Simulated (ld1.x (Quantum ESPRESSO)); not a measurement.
Pseudopotential generation for silicon: ultrasoft, PBEsol, scalar-relativistic.

```json
{
 "Element": "Si (Z = 14)",
 "Generator": "ld1.x (Quantum ESPRESSO) 7.5",
 "Type": "ultrasoft",
 "Functional": "PBEsol",
 "Relativity": "scalar-relativistic",
 "Frozen core": "[He]",
 "Valence charge": "12",
 "Reference configuration": "2s2 2p6 3s2 3p2",
 "Partial waves": "2s (bound): rcut 0.85, rcutus 0.95 bohr; 3s (bound): rcut 0.85, rcutus 0.95 bohr; 2p (bound): rcut 0.80, rcutus 1.05 bohr; 3p (bound): rcut 0.80, rcutus 1.05 bohr",
 "Local potential": "all-electron potential smoothed inside 0.90 bohr (lloc = -1)",
 "Core correction": "none",
 "Augmentation charge": "PSQ, inside the norm-conserving radii"
}
```

All-electron outer shells of the reference configuration (PBEsol, scalar-relativistic, ld1.x):

```csv
shell,level (eV),outermost node (bohr),outermost maximum (bohr)
1s,-1782.33,–,0.07
2s,-139.13,0.15,0.45
2p,-95.42,–,0.39
3s,-10.77,0.72,1.80
3p,-4.06,0.72,2.17
```

Is the overlap operator S = 1 + Σ q|β⟩⟨β| positive definite (Bessel basis up to 400 Ry)?

No: its lowest eigenvalue is -0.950, in the s channel, so the generalised eigenproblem breaks down once the basis is large enough.

Its largest configuration-test error is -507 meV (2s2 2p6 3s2 3p0). Test run stopped at test 6 of 7 (negative rho).

The ghost test of this file was not conclusive. Its overlap operator is not positive definite in a basis up to 400 Ry (lowest eigenvalue s -0.95), so the file is unfit for use: the generalised eigenproblem breaks down once the basis is large enough, and its test numbers describe a broken file.
